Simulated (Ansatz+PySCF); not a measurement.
A calculation with PySCF 2.14.0.

```python
from pyscf import gto, scf, mp

mol = gto.M(atom="""
Be -0.021520 -0.036150 -0.919330
O -0.034540 0.001010 0.482290
""", basis='def2-svp', charge=0, spin=0)
mf = scf.RHF(mol)
mf.init_guess = 'minao'
mf.kernel()
while True:  # follow internal instabilities
    mo, _, stable, _ = mf.stability(return_status=True)
    if stable: break
    mf.kernel(mf.make_rdm1(mo, mf.mo_occ))
pt = mp.MP2(mf, frozen=1).run()
print(mf.e_tot, pt.e_corr, pt.e_tot)
print(-pt.nuc_grad_method().kernel() * 51.422067)  # forces in eV/Å
```

The script is written out from the run's settings.

Results

| Item | Value |
| --- | --- |
| Converged | yes |
| Reference energy | -89.31396 hartree |
| Correlation energy | -0.24661 hartree |
| Total energy | -89.56057 hartree |
| Spin squared of the determinant | 0.000 |

Forces (eV/Å):
```json
{"atom": "Be1", "Fx": "-0.009", "Fy": "0.026", "Fz": "0.967"}
{"atom": "O2", "Fx": "0.009", "Fy": "-0.026", "Fz": "-0.967"}
```

Caution: an unrestricted determinant lies well below.
